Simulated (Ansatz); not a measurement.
A set of 12 reactions (germylene extrusion), with CCSD(T)/CBS values in kJ/mol:

| reaction | ΔE |
| --- | --- |
| `[OH][GeH]([F])[F]` → `[F][Ge][F]` + H₂O | 77.1 |
| `O=C=[N][GeH]([F])[Cl]` → `[F][Ge][Cl]` + `N=C=O` | 88.3 |
| `C[O][GeH]([F])[C]#N` → `COC#N` + `[F][GeH]` | 245.4 |
| `[OH][GeH]([F])[F]` → `[F][GeH]` + `OF` | 658.9 |
| `[SiH3][GeH]([Cl])[BH]Cl` → `[SiH3]BCl` + `[Cl][GeH]` | 149.8 |
| `[Br][GeH2][Br]` → Br₂ + `[GeH2]` | 420.0 |
| `FC[CH2][GeH2][F]` → `FCCF` + `[GeH2]` | 305.2 |
| `N[SiH2][CH2][GeH2][NH2]` → `[NH2][GeH]` + `C[SiH2]N` | 87.2 |
| `CC#[C][GeH3]` → `C#CC` + `[GeH2]` | 188.7 |
| `C[O][Ge]([CH3])([OH])[Cl]` → `C[O][Ge][Cl]` + CH₃OH | 187.1 |
| `N[SiH2][CH2][GeH2][NH2]` → `[GeH2]` + `NC[SiH2]N` | 268.7 |
| `[CH3][Ge]([NH2])([F])[F]` → F₂ + `[CH3][Ge][NH2]` | 793.7 |

Program: Ansatz. Geometries: PBE0-D4/def2-TZVP. ΔE: electronic, gas phase. CBS: MP2 limit from def2 TZ/QZ plus the TZ coupled-cluster correction, frozen cores. This one scheme is used for every species. Functionals use def2-TZVPP. B3LYP here is the variant with VWN-RPA as its local correlation; programs differ in this. For Br, Ge outer-core shells are correlated without core-valence functions, which leaves a few kJ/mol of doubt a bond. Scalar relativity is left out up to krypton. Each species was taken in one conformer, which may not be the lowest.

Give the mean, mean absolute and largest difference (level minus CCSD(T)/CBS, kJ/mol) for: PBE-D4, r2SCAN-D4, PBE0-D4, B3LYP-D4, ωB97M-V, PBE, PBE0, B3LYP, MP2/def2-TZVPP, SCS-MP2/def2-TZVPP, CCSD(T)/def2-TZVPP, HF/def2-QZVPP, SCS-MP2/def2-QZVPP, CCSD/CBS(def2). (Best estimate.)

Computed: 
| level | mean | mean absolute | largest |
| --- | --- | --- | --- |
| PBE-D4 | -24.4 | 24.4 | -58.4 |
| r2SCAN-D4 | 4.6 | 7.5 | 16.8 |
| PBE0-D4 | -3.0 | 7.7 | -20.7 |
| B3LYP-D4 | -26.4 | 26.4 | -39.4 |
| ωB97M-V | -12.5 | 12.5 | -21.0 |
| PBE | -32.6 | 32.6 | -62.8 |
| PBE0 | -10.2 | 10.4 | -27.7 |
| B3LYP | -39.6 | 39.6 | -49.5 |
| MP2/def2-TZVPP | 30.8 | 30.8 | 47.2 |
| SCS-MP2/def2-TZVPP | 14.5 | 14.5 | 23.3 |
| CCSD(T)/def2-TZVPP | 8.8 | 8.8 | 19.8 |
| HF/def2-QZVPP | -6.9 | 26.9 | 58.3 |
| SCS-MP2/def2-QZVPP | 10.7 | 10.7 | 23.7 |
| CCSD/CBS(def2) | -1.5 | 4.1 | 10.2 |

The largest T1 diagnostic in the set is 0.018, for `N=C=O` (customary mark 0.02).

CCSD(T)/CBS is a level of theory with its own doubt, and the functionals carry their triple-zeta basis error, so these figures describe this set and don't rank the functionals.
